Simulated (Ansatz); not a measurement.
## Cost against result

Saddle point of CH3BrCl (charge -1), singlet ([CH₃Br ([CH3][Br]) + Cl]⁻ → [CH₃Cl ([CH3][Cl]) + Br]⁻; bonds formed: C2–Cl3; bonds broken: Br1–C2), PBE0-D4/def2-TZVPD structure:

Br1  (-1.438, 1.158, 1.549)
C2  (-0.006, 0.005, 0.006)
Cl3  (1.403, -1.130, -1.511)
H4  (-0.195, 0.729, -0.762)
H5  (0.841, 0.122, 0.654)
H6  (-0.604, -0.883, 0.064)
(Å)

Barriers are electronic and count from the start structure reached by relaxing down the imaginary mode.

Ansatz 0.2.0; basis: as named in each row; cores frozen in the correlated methods. Filled d shells of the heavier atoms are correlated. The def2 sets are not built for correlating such inner shells, so the correlated values are less sure here. B3LYP uses VWN-RPA correlation. Extrapolation: Hartree–Fock as exp(−7.88 √X), correlation as X^−2.97.

Times are rough, for one single point on 4 threads of a shared host (Oxide Virtual Turin-like).

The estimate by CCSD(T) at an estimated basis limit (MP2 extrapolated from triple and quadruple zeta, plus CCSD(T) − MP2 in triple zeta) is 38.0 kJ/mol.

| method | basis | time (s) | barrier (kJ/mol) | method less estimate |
| --- | --- | --- | --- | --- |
| HF | STO-3G | under 1 | 123.3 | 85.2 |
| PBE-D4 | STO-3G | under 1 | 13.8 | -24.2 |
| SPW92 | def2-SVP | under 1 | -4.4 | -42.4 |
| PBE-D4 | def2-SVP | under 1 | -2.8 | -40.8 |
| PBE0-D4 | def2-SVP | under 1 | 9.4 | -28.7 |
| B3LYP-D4 | 6-31G | under 1 | 0.8 | -37.3 |
| SPW92 | def2-TZVPPD | 1 | 12.3 | -25.7 |
| PBE-D4 | def2-TZVPPD | 2 | 13.8 | -24.2 |
| wB97M-V | def2-SVP | 2 | 17.4 | -20.6 |
| BLYP-D4 | def2-TZVPPD | 2 | 8.9 | -29.1 |
| PBE0-D4 | def2-TZVPPD | 2 | 27.4 | -10.6 |
| CCSD(T) | def2-SVP | 2 | 23.0 | -15.0 |
| BHLYP-D4 | def2-TZVPPD | 2 | 33.9 | -4.1 |
| r2SCAN-D4 | def2-TZVPPD | 2 | 17.0 | -21.0 |
| B3LYP-D4 | def2-TZVPPD | 3 | 20.7 | -17.4 |
| r2SCAN0-D4 | def2-TZVPPD | 3 | 28.4 | -9.6 |
| RPA on PBE | def2-TZVPPD | 3 | 29.7 | -8.3 |
| CAM-B3LYP-D4 | def2-TZVPPD | 3 | 34.7 | -3.3 |
| B2PLYP | def2-TZVPPD | 4 | 28.7 | -9.3 |
| wB97X-V | def2-TZVPPD | 4 | 43.3 | 5.3 |
| B97M-V | def2-TZVPPD | 4 | 30.6 | -7.5 |
| PBE-QIDH | def2-TZVPPD | 4 | 38.7 | 0.7 |
| wB97M-V | def2-TZVPPD | 5 | 38.5 | 0.4 |
| MP2 | def2-QZVPPD | 14 | 45.2 | 7.1 |
| CCSD(T) | def2-TZVPPD | 26 | 39.1 | 1.1 |

All methods are single points on the PBE0-D4 structures; a negative value means that the method puts the saddle structure below the start.

T1 diagnostic: at most 0.015.

Labels in which every atom is bracketed show which atoms are joined, not bond orders.
